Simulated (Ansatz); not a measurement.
The first iterations of a band of ClH3Sn + H2 (7 atoms, charge 0, multiplicity 1).

The calculation used RKS B3LYP-D4/def2-mTZVP in Ansatz.

| Item | Value |
| --- | --- |
| movable images | 5 |
| climbing image | yes |
| spring | 5.0 eV/Å² |
| optimiser | quadratic models (default) |
| start path | through a guess of the saddle point |
| force threshold | 0.05 eV/Å |
| iteration limit | 60 |
| end points | relaxed |

Initial state:

```xyz
7
Properties=species:S:1:pos:R:3
Sn 0.414 0.000 -0.099
Cl 0.577 0.000 2.270
H 2.025 0.000 -0.667
H -0.434 1.424 -0.509
H -0.434 -1.424 -0.509
H -3.111 0.000 1.150
H -2.593 0.000 1.683
```

Final state:

```xyz
7
Properties=species:S:1:pos:R:3
Sn -0.178 0.000 -0.657
Cl -1.370 0.000 3.902
H 1.499 0.000 -0.325
H -0.622 1.406 -1.523
H -0.622 -1.406 -1.523
H -1.027 0.000 0.841
H -1.236 0.000 2.603
```

| iteration | highest image above the first end (eV) | largest band force component (eV/Å) |
| --- | --- | --- |
| 1 | 2.643 | 4.454 |
| 2 | 2.161 | 3.639 |
| 3 | 2.040 | 1.384 |

**Question.** Does the band converge within its limit, and where does its top end?

**Answer.** The forces met the threshold. It ended after 11 iterations with the highest image 2.118 eV above the first end. Neighbouring images differ by up to 1.3 eV, so the band resolves the path poorly. A vibrational analysis at the climbing image gives 2 clearly imaginary modes (1073i, 139i cm⁻¹): a point of higher order, so a lower path passes nearby. The orbitals stay closed-shell, which can raise the energy where a bond breaks towards radicals; this wasn't checked here.

The run took 3 min on 1 thread of Arm Neoverse V1, with other jobs on the host, peak memory 0.15 GiB.
